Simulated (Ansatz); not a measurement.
The first iterations of a band of BFH2 + BrH (6 atoms, charge 0, multiplicity 1).

The calculation used RKS B3LYP-D4/def2-SVP (Ansatz).

| Item | Value |
| --- | --- |
| movable images | 9 |
| climbing image | yes |
| spring | 5.0 eV/Å² |
| optimiser | quadratic models (default) |
| start path | through a guess of the saddle point |
| force threshold | 0.05 eV/Å |
| iteration limit | 60 |
| end points | relaxed |

Initial state:

```xyz
6
Properties=species:S:1:pos:R:3
B -0.029 -0.369 -0.118
H -0.073 -0.737 1.033
F 1.157 -0.308 -0.699
H -1.003 -0.132 -0.788
Br -0.130 2.557 1.018
H 0.337 2.073 2.279
```

Final state:

```xyz
6
Properties=species:S:1:pos:R:3
B -0.042 0.602 -0.547
H 0.285 -0.344 2.384
F 1.077 -0.065 -0.702
H -1.095 0.028 -0.534
Br 0.028 2.508 -0.356
H 0.004 0.356 2.480
```

| iteration | highest image above the first end (eV) | largest band force component (eV/Å) |
| --- | --- | --- |
| 1 | 1.905 | 4.598 |
| 2 | 0.949 | 2.183 |
| 3 | 0.663 | 1.302 |
| 4 | 0.587 | 1.041 |

Problem. Does the band converge within its limit, and where does its top end?

Solution. The run converged. It ended after 12 iterations with the highest image 0.649 eV above the first end. A vibrational analysis at the climbing image gives one clearly imaginary mode, 784i cm⁻¹: a first-order saddle point. The orbitals stay closed-shell, which can raise the energy where a bond breaks towards radicals; this wasn't checked here.

Time of the run: 5.1 min on 1 thread of Intel(R) Xeon(R) Platinum 8259CL CPU @ 2.50GHz (Skylake/Cascade Lake), on a shared host, peak memory 0.16 GiB.
